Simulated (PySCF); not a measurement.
Molfile (atoms numbered from 1):
```
C7H12O
     RDKit          3D

 20 19  0  0  0  0  0  0  0  0999 V2000
    3.1017   -0.1766    0.0985 C   0  0  0  0  0  0  0  0  0  0  0  0
    1.8179    0.0236    0.3682 C   0  0  0  0  0  0  0  0  0  0  0  0
    0.7819   -0.2552   -0.6542 C   0  0  0  0  0  0  0  0  0  0  0  0
    1.0759   -0.6671   -1.7537 O   0  0  0  0  0  0  0  0  0  0  0  0
   -0.6709    0.0036   -0.2484 C   0  0  0  0  0  0  0  0  0  0  0  0
   -0.8390    1.4849    0.1095 C   0  0  0  0  0  0  0  0  0  0  0  0
   -1.0270   -0.8801    0.9528 C   0  0  0  0  0  0  0  0  0  0  0  0
   -1.5817   -0.3445   -1.4269 C   0  0  0  0  0  0  0  0  0  0  0  0
    3.3961   -0.5451   -0.8714 H   0  0  0  0  0  0  0  0  0  0  0  0
    3.8839    0.0136    0.8134 H   0  0  0  0  0  0  0  0  0  0  0  0
    1.5013    0.3916    1.3317 H   0  0  0  0  0  0  0  0  0  0  0  0
   -0.2619    1.7543    0.9901 H   0  0  0  0  0  0  0  0  0  0  0  0
   -1.8868    1.6956    0.3133 H   0  0  0  0  0  0  0  0  0  0  0  0
   -0.5178    2.1133   -0.7184 H   0  0  0  0  0  0  0  0  0  0  0  0
   -2.0823   -0.7652    1.1920 H   0  0  0  0  0  0  0  0  0  0  0  0
   -0.8398   -1.9265    0.7212 H   0  0  0  0  0  0  0  0  0  0  0  0
   -0.4494   -0.6138    1.8340 H   0  0  0  0  0  0  0  0  0  0  0  0
   -2.6235   -0.1719   -1.1682 H   0  0  0  0  0  0  0  0  0  0  0  0
   -1.3279    0.2644   -2.2910 H   0  0  0  0  0  0  0  0  0  0  0  0
   -1.4559   -1.3881   -1.7039 H   0  0  0  0  0  0  0  0  0  0  0  0
  1  2  2  0
  2  3  1  0
  3  4  2  0
  3  5  1  0
  5  6  1  0
  5  7  1  0
  5  8  1  0
  1  9  1  0
  1 10  1  0
  2 11  1  0
  6 12  1  0
  6 13  1  0
  6 14  1  0
  7 15  1  0
  7 16  1  0
  7 17  1  0
  8 18  1  0
  8 19  1  0
  8 20  1  0
M  END
```

How the numbers were obtained: NMR shieldings at PBE0/pcSseg-1/GIAO, GFN2-xTB geometry, in PySCF (one conformer, non-relativistic, no solvent, equivalent nuclei averaged).

Question: Predict the 2D correlation tables (HSQC, COSY, HMBC).

Answer: 

HSQC (one-bond C–H):
```tsv
δH	δC
7.13 (H9)	139.4 (C1)
7.03 (H11)	135.9 (C2)
6.13 (H10)	139.4 (C1)
1.14 (H12/H13/H14/H15/H16/H17/H18/H19/H20)	27.5 (C6/C7/C8)
```

COSY cross peaks (H two or three bonds apart, from the bond graph; peaks can be absent where the dihedral angle is near 90°):
```tsv
δH	δH
7.13 (H9)	7.03 (H11)
7.13 (H9)	6.13 (H10)
7.03 (H11)	6.13 (H10)
```

HMBC (two and three bonds, from the bond graph):
```tsv
δH	δC
7.13 (H9)	207.8 (C3), 135.9 (C2)
7.03 (H11)	207.8 (C3), 139.4 (C1), 45.4 (C5)
6.13 (H10)	207.8 (C3), 135.9 (C2)
1.14 (H12/H13/H14/H15/H16/H17/H18/H19/H20)	207.8 (C3), 45.4 (C5), 27.5 (C6/C7/C8)
```

Scale: TMS for 1H (σref 31.72) and 13C (σref 186.93) (reference shieldings calculated alike).

Short H···H contacts in this conformer between protons four or more bonds apart (candidates for NOE cross peaks, intensity ∝ r⁻⁶): H11···H17 2.25 Å.

Shifts are as computed. Against solution values, carbons near 30 ppm lie about +3 ppm off and those near 130 ppm about +5 ppm. Of 1211 compounds with measured shifts, 218 miss one by over three times the rms of a fit or turn the order of signals round; such compounds aren't used in these exercises.
